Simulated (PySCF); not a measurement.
A small calculation by hand: chemical shift, span and skew from a shielding tensor

C3H9BN2, SMILES C=CCB(N)N. Atoms are numbered in the order given.

```xyz
15

C      2.1842    -1.2984    -0.0461
C      1.5841    -0.1387     0.2602
C      0.5633     0.5721    -0.5752
B     -0.9384     0.3689    -0.0333
N     -1.2547    -0.8405     0.6331
N     -1.9049     1.3868    -0.2560
H      1.9993    -1.8031    -1.0008
H      2.8900    -1.7778     0.6381
H      1.8103     0.3203     1.2320
H      0.5998     0.1965    -1.6146
H      0.7949     1.6519    -0.6196
H     -2.1710    -1.0926     0.9833
H     -0.5410    -1.5429     0.7950
H     -2.8797     1.3180     0.0129
H     -1.6829     2.2509    -0.7338
```

Geometry optimised at TPSSh-D3(BJ)/def2-SVP. The structure was generated by enumeration, and PubChem lists no compound with its InChIKey, so it may never have been made. Other conformers were not sampled.

GIAO shieldings from PBE/pcSseg-1 in PySCF, non-relativistic, no solvent. The symmetric part of the tensor of C2 has the principal values -90.5, 28.8, 154.0 ppm. The same nucleus in TMS has σ = 182.0 ppm at this level (PySCF, at its B3LYP-D3(BJ)/def2-TZVP geometry).

Question: Work out the isotropic shielding, the ¹³C shift against TMS, the span and the skew.

Answer: 
σ(iso) = (σ11 + σ22 + σ33)/3 = 30.8 ppm. δ = σ(ref) − σ(iso) = 182.0 − (30.8) = 151.2 ppm.
Span Ω = σ33 − σ11 = 244.5 ppm. Skew κ = 3(σ(iso) − σ22)/Ω = 0.02. Tumbling in solution averages the tensor to δ; in a static solid the shielding alone would spread this spin-1/2 line over Ω.
